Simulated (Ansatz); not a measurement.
FHSe (SMILES F[SeH]) moved off its minimum; all values from Ansatz (a quantum-chemistry and plane-wave program), cores frozen in correlated methods.
(charge 0, multiplicity 1)
```xyz
3

Se    -0.10797    -0.22405     0.17496
H     -0.90662    -0.91095    -0.71402
F      0.57275     0.84228    -0.82148
```

Forces at PBE/def2-TZVPP (eV/Å):

| atom | Fx | Fy | Fz |
|---|---|---|---|
| Se1 | -0.943 | -2.819 | 6.275 |
| H2 | -1.617 | -1.299 | -2.134 |
| F3 | 2.560 | 4.118 | -4.140 |

Question: Give the forces (eV/Å), the total energy and the dipole at CCSD(T)/aug-cc-pVTZ.

Answer: 
| atom | Fx | Fy | Fz |
|---|---|---|---|
| Se1 | -0.897 | -2.645 | 5.836 |
| H2 | -1.441 | -1.138 | -1.976 |
| F3 | 2.338 | 3.782 | -3.859 |
Energy -2500.3524 hartree, dipole 1.14 D.
